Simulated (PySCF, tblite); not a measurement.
Isomers of C5H6NP, one GFN2-xTB conformer each. Single-point energies are computed at PBE0/pcSseg-1 (PySCF, gas phase, no added dispersion term), electronic only.

```json
{"SMILES": "Cc1cpccn1", "GFN2-xTB relative energy (kJ/mol)": "0.0"}
{"SMILES": "Cc1ccncp1", "GFN2-xTB relative energy (kJ/mol)": "9.4"}
{"SMILES": "Cc1ccpcn1", "GFN2-xTB relative energy (kJ/mol)": "3.5"}
{"SMILES": "Cc1cncpc1", "GFN2-xTB relative energy (kJ/mol)": "5.9"}
{"SMILES": "C=Pn1cccc1", "GFN2-xTB relative energy (kJ/mol)": "11.2"}
```

Conformers: `[CH2:1]=[P:2][n:3]1[cH:4][cH:5][cH:6][cH:7]1` with C1–P2–N3–C4 164°.

Question: What does PBE0/pcSseg-1 give for the same structures?

Answer: 
| SMILES | PBE0/pcSseg-1 E (Eh) | PBE0/pcSseg-1 (kJ/mol) | GFN2-xTB (kJ/mol) | point group |
| --- | --- | --- | --- | --- |
| Cc1cpccn1 | -589.76218 | 0.0 | 0.0 | Cs |
| Cc1ccpcn1 | -589.75911 | 8.1 | 3.5 | Cs |
| Cc1ccncp1 | -589.75642 | 15.1 | 9.4 | Cs |
| Cc1cncpc1 | -589.75610 | 16.0 | 5.9 | near Cs |
| C=Pn1cccc1 | -589.73640 | 67.7 | 11.2 | C1 |

Both levels put the same isomer lowest; measured from each level's own lowest isomer, the values differ by up to 56.5 kJ/mol (C=Pn1cccc1: 11.2 against 67.7). Neighbours under 10 kJ/mol apart (Cc1cpccn1 and Cc1ccpcn1; Cc1ccpcn1 and Cc1ccncp1; Cc1ccncp1 and Cc1cncpc1) can change places with a better method, another conformer or zero-point energy.

Question: Which frontier levels, dipoles and rotational constants go with these structures?

Answer: 
```csv
SMILES,"HOMO (eV, PBE0/pcSseg-1)",LUMO (eV),dipole (D),"A, B, C (MHz)"
Cc1cpccn1,-7.36,-1.96,0.58,"4220, 2075, 1403"
Cc1ccpcn1,-7.01,-1.70,2.08,"5210, 1831, 1366"
Cc1ccncp1,-7.03,-1.74,2.44,"3773, 2348, 1460"
Cc1cncpc1,-6.99,-1.81,2.40,"4137, 2070, 1392"
C=Pn1cccc1,-6.47,-1.77,0.84,"6481, 1610, 1301"
```

Question: What happens when harmonic zero-point energies from GFN2-xTB frequencies are added?

Answer: 
| SMILES | ZPE (kJ/mol) | electronic (kJ/mol) | with ZPE (kJ/mol) |
| --- | --- | --- | --- |
| Cc1cpccn1 | 254.1 | 0.0 | 0.0 |
| Cc1ccpcn1 | 254.0 | 8.1 | 8.1 |
| Cc1ccncp1 | 254.3 | 15.1 | 15.4 |
| Cc1cncpc1 | 254.2 | 16.0 | 16.1 |
| C=Pn1cccc1 | 252.1 | 67.7 | 65.8 |

The zero-point energies span 2.2 kJ/mol. The order is unchanged.

Question: As an exercise, what shares would exp(−E/RT) give at 2000 K from these electronic energies alone (no entropy, no degeneracies)?

Answer: RT = 16.629 kJ/mol: Cc1cpccn1 41.4 %, Cc1ccpcn1 25.5 %, Cc1ccncp1 16.6 %, Cc1cncpc1 15.8 %, C=Pn1cccc1 0.7 %.
